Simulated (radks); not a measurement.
The numbers below are computed, except where a source is named.
Problem. V V, configuration [Ar] 3d1. Level of theory: scalar-relativistic Kohn-Sham, LDA (Slater exchange, Perdew-Wang correlation), spin-polarised, spherical densities, finite nucleus; open shells are filled with parallel spins first; Fermi nuclear charge, rms radius 3.6002 fm (a radial shooting solver on a logarithmic mesh with Libxc functionals). Some entries of the table are withheld. Estimate them.

| orbital | occ. | eigenvalue (eV) | <r^2> (bohr^2) | <r> (bohr) |
|---|---|---|---|---|
| 1s down | 1 | -5406.906 | 0.005959 | 0.06657 |
| 1s up | 1 | -5406.905 | 0.005960 | 0.06657 |
| 2s up | 1 | -658.4540 | 0.1129 | 0.3091 |
| 2s down | 1 | -657.9285 | 0.1128 | 0.3089 |
| 2p up | 3 | -560.0327 | 0.09291 | 0.2746 |
| 2p down | 3 | -559.6228 | 0.09276 | 0.2744 |
| 3s up | 1 | -123.4746 | (1) | 0.9233 |
| 3s down | 1 | -122.2512 | (2) | 0.9245 |
| 3p up | 3 | -96.9289 | 1.094 | 0.9682 |
| 3p down | 3 | -95.7341 | 1.098 | 0.9700 |
| 3d up | 1 | -55.9946 | 1.403 | 1.074 |
| 3d down | 0 | -54.8352 | 1.422 | 1.080 |

Solution. 
(1) 3s up <r^2> (bohr^2): 0.9789
(2) 3s down <r^2> (bohr^2): 0.9814
